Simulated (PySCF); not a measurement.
C₈H₉ (doublet state).
Z-matrix (Å and degrees, GFN2-xTB geometry), rows numbered from 1:
```
C 
C   1  1.2948
C   2  1.4133  1  147.01
C   3  1.4878  2  120.04  1  -110.64
C   4  1.3251  3  111.89  2   147.38
C   5  1.5038  4  112.95  3    -1.90
C   6  1.5120  5  103.99  4     3.69
C   7  1.4898  3   59.86  2   106.04
H   1  1.0925  2  123.87  3     4.39
H   1  1.0813  2  121.93  3  -176.79
H   4  1.0755  3  121.45  2   -32.44
H   5  1.0766  4  125.94  3   178.12
H   6  1.0941  5  111.16  4   124.19
H   6  1.0932  5  110.73  4  -116.29
H   7  1.0790  3  120.29  8  -108.33
H   8  1.0802  3  116.65  7   108.79
H   8  1.0804  3  117.46  7  -109.57
```

The hyperfine couplings belong to this conformer and change with its torsions.

The species is `C=[C][C@@]12C=CC[C@@H]1C2` [radical].

Level of theory: UKS B3LYP, pcH-1 on C H, non-relativistic, mean-field spin-orbit, GIAO (PySCF). Geometry: GFN2-xTB, one conformer, isolated molecule. The geometry wasn't refined by DFT: couplings that depend on bond lengths, twists or pyramidal angles can differ widely from those at the functional's own minimum. No stability test was run, so a lower SCF solution isn't excluded.

What is the g tensor, term by term?

```json
{"Δg (ppm)": "relativistic mass correction", "1": "-154", "2": "-154", "3": "-154"}
{"Δg (ppm)": "gauge correction", "1": "39", "2": "21", "3": "-4"}
{"Δg (ppm)": "orbital Zeeman/spin–orbit", "1": "-635", "2": "11", "3": "753"}
{"Δg (ppm)": "total", "1": "-750", "2": "-122", "3": "595"}
```

So g = 2.00157, 2.00220, 2.00291 and g_iso = 2.00223; the tensor is rhombic: the two nearest values differ by 47 % of g3 − g1. Axes: g1 points within 11° of the C2–C3 bond and g2 points within 12° of the C1–H9 bond.

At 9.508 GHz, how far is the centre of the isotropic spectrum from where a free electron (g = 2.002319) resonates?

B = hν/(g μB) with μB/h = 13.99624 MHz/mT gives 339.27 mT for the free electron and 339.28 mT at g_iso, 0.02 mT higher.

How much does each term add to the isotropic shift?

The mass correction -154, the orbital-Zeeman/spin–orbit term 43 and the gauge correction 19 ppm, for a total of -92 ppm. The mass correction is the largest in size. The mass correction is the same along every axis, so the anisotropy comes from the other two: their spans along these axes are 43 (gauge) and 1388 ppm (orbital Zeeman/spin–orbit).

In a frozen sample, at which fields do the three g values resonate at 9.5, 34, 94 and 263 GHz (hyperfine left aside), and which band first spreads them over more than twice a line width of 0.5 mT?

```csv
band,GHz,B(g3) mT,B(g2) mT,B(g1) mT,spread mT
X,9.5,338.88,339.00,339.11,0.23
Q,34.0,1212.84,1213.28,1213.66,0.81
W,94.0,3353.16,3354.36,3355.41,2.25
J,263.0,9381.71,9385.07,9388.01,6.30
```

The spread grows in proportion to the frequency. W band is the first where it exceeds 1.0 mT.

The Mulliken spin populations are largest on C2 (+0.92), C1 (-0.15), C7 (+0.13) and H9 (+0.09). C2 is the only atom above +0.15. The positive populations add up to 1.23 and the negative ones to -0.23, together 2S = 1.

The HOMO–LUMO gaps are 5.13 eV among the α and 4.95 eV among the β orbitals.
